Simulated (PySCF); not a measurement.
**Electron correlation in C²⁺ (carbon, charge +2)**

[He] 2s1 3s1, high-spin 3S determinant (an excited configuration). Computed with PySCF 2.14 in aug-cc-pVTZ, with the non-relativistic Hamiltonian (point nucleus). Frozen: 1s2; 2 electrons correlated.

With two correlated electrons CCSD is exact within the correlated space (frozen core and kept virtual orbitals).

| level | correlation energy (mhartree) |
| --- | --- |
| CCSD | -11.34 |

Diagnostics: T1 = 0.0083, D1 = 0.0165, largest double amplitude 0.085.

The outer electron is Rydberg-like, and this basis confines it to a smaller radius and binds it less than a complete one would.

Cost of the coupled-cluster step: roughly 0.6 core-seconds, for 2 correlated electrons.

Iterations:

```
CC2 = 0
CCSD nocc = (np.int64(2), np.int64(0)), nmo = (45, 45)
frozen orbitals [[0], [0]]
max_cycle = 100
direct = 0
conv_tol = 1e-08
conv_tol_normt = 1e-06
diis_space = 8
diis_start_cycle = 0
Init t2, MP2 energy = -0.00452437654679637
Init E_corr(UCCSD) = -0.0045243765468354
cycle = 1  E_corr(UCCSD) = -0.00695395736836485  dE = -0.00242958082  norm(t1,t2) = 0.035565
cycle = 2  E_corr(UCCSD) = -0.0084628867770858  dE = -0.00150892941  norm(t1,t2) = 0.0234277
cycle = 3  E_corr(UCCSD) = -0.011359041830883  dE = -0.00289615505  norm(t1,t2) = 0.0155494
cycle = 4  E_corr(UCCSD) = -0.0113231449931718  dE = 3.58968377e-05  norm(t1,t2) = 0.000673579
cycle = 5  E_corr(UCCSD) = -0.011347511279936  dE = -2.43662868e-05  norm(t1,t2) = 0.000235301
cycle = 6  E_corr(UCCSD) = -0.0113359689920629  dE = 1.15422879e-05  norm(t1,t2) = 5.51624e-05
cycle = 7  E_corr(UCCSD) = -0.0113378685544033  dE = -1.89956234e-06  norm(t1,t2) = 1.06249e-05
cycle = 8  E_corr(UCCSD) = -0.0113378362623588  dE = 3.22920444e-08  norm(t1,t2) = 3.84412e-07
cycle = 9  E_corr(UCCSD) = -0.0113378489925556  dE = -1.27301967e-08  norm(t1,t2) = 1.61285e-07
cycle = 10  E_corr(UCCSD) = -0.0113378629487131  dE = -1.39561575e-08  norm(t1,t2) = 8.8014e-08
cycle = 11  E_corr(UCCSD) = -0.011337864681672  dE = -1.73295897e-09  norm(t1,t2) = 1.58303e-08
UCCSD converged
E(UCCSD) = -35.39187041626676  E_corr = -0.01133786468167203
```
